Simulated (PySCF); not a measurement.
VOCl₂, SMILES [O]=[V+]([Cl])[Cl], charge +1, multiplicity 1.

Coordinates come from a PBE0-D3(BJ)/def2-SVP optimisation. The spin state was assumed, not searched. The isomer is the one that the SMILES or the coordinates give; other isomers of the formula were not compared.

Computed with TDA-M06-2X/def2-SVPD run with PySCF.

Vertical excitations. Isolated molecule, no solvent. State labels are in the subgroup Cs.

Question: List the lowest excited states. (The exact figures need the calculation; the answer reports its results.)

Answer: 
| state | symmetry | energy (eV) | λ (nm) | f | main pairs |
|---|---|---|---|---|---|
| S1 | A" | 3.03 | 409 | 0.001 | HOMO→LUMO 84 % |
| S2 | A' | 3.04 | 408 | 0.000 | HOMO→LUMO+1 92 % |
| S3 | A" | 3.38 | 367 | 0.012 | HOMO−1→LUMO 68 %, HOMO−5→LUMO 18 % |
| S4 | A' | 3.53 | 351 | 0.002 | HOMO−2→LUMO 90 % |
| S5 | A" | 3.66 | 339 | 0.006 | HOMO−2→LUMO+1 63 %, HOMO→LUMO+2 11 %, HOMO−3→LUMO+1 10 % |
| S6 | A' | 3.71 | 334 | 0.010 | HOMO−1→LUMO+1 79 % |
| S7 | A" | 4.09 | 303 | 0.000 | HOMO−5→LUMO 60 %, HOMO−3→LUMO+1 23 % |
| S8 | A' | 4.14 | 300 | 0.001 | HOMO−5→LUMO+1 43 %, HOMO−3→LUMO 33 %, HOMO−4→LUMO 12 %, HOMO−1→LUMO+1 10 % |
| S9 | A" | 4.20 | 295 | 0.000 | HOMO→LUMO+2 32 %, HOMO−3→LUMO+1 31 %, HOMO−4→LUMO+1 20 % |
| S10 | A" | 4.31 | 287 | 0.016 | HOMO−4→LUMO+1 29 %, HOMO→LUMO+2 22 %, HOMO−1→LUMO+2 16 %, HOMO−2→LUMO+1 13 % |
| T1 | A' | 2.71 | 457 | 0 | HOMO→LUMO+1 50 %, HOMO−1→LUMO+1 30 %, HOMO−5→LUMO+1 10 % |
| T2 | A" | 2.78 | 445 | 0 | HOMO→LUMO 69 %, HOMO−1→LUMO 15 % |
| T3 | A' | 2.89 | 429 | 0 | HOMO→LUMO+1 41 %, HOMO−1→LUMO+1 38 %, HOMO−2→LUMO 13 % |
| T4 | A" | 2.95 | 420 | 0 | HOMO−1→LUMO 45 %, HOMO−2→LUMO+1 25 %, HOMO→LUMO 19 % |
Triplets are in the Tamm–Dancoff approximation.
